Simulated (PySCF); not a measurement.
Molecule: C2H9P2Si (charge 0, doublet). It need not be the lowest isomer of its formula. 
Geometry from a B3LYP-D3(BJ)/def2-TZVP (Ansatz) optimisation:
```xyz
14

C     -1.2088    -0.5943    -1.6373
Si     0.0851    -0.1276    -0.3591
C      1.7819     0.0329    -1.1510
P      0.0382    -1.6102     1.3328
P     -0.4819     1.9278     0.4519
H     -1.2587     0.1556    -2.4296
H     -2.1988    -0.6767    -1.1852
H     -0.9674    -1.5563    -2.0943
H      2.0994    -0.9213    -1.5760
H      2.5307     0.3431    -0.4208
H      1.7590     0.7737    -1.9537
H      1.2441    -1.0920     1.8859
H     -1.5925     1.4729     1.2077
H      0.4112     1.8908     1.5533
```
Charge 0, spin multiplicity 2.

Dispersion corrections to the total energy (kcal/mol) from the dftd3 and dftd4 libraries through PySCF: D3(BJ) without and D4 with the three-body term, each with the damping fitted for the functional named.

```csv
functional,D3(BJ),D4
r2SCAN,-2.93,-2.39
B2GP-PLYP,-8.20,-4.15
B3LYP,-17.44,-15.11
PBE0,?,-8.12
B2PLYP,?,-6.63
HSE06,-7.44,-7.65
TPSS,?,-12.62
```

What belongs in the gaps?


- PBE0, D3(BJ): -8.84
- B2PLYP, D3(BJ): -8.70
- TPSS, D3(BJ): -12.59
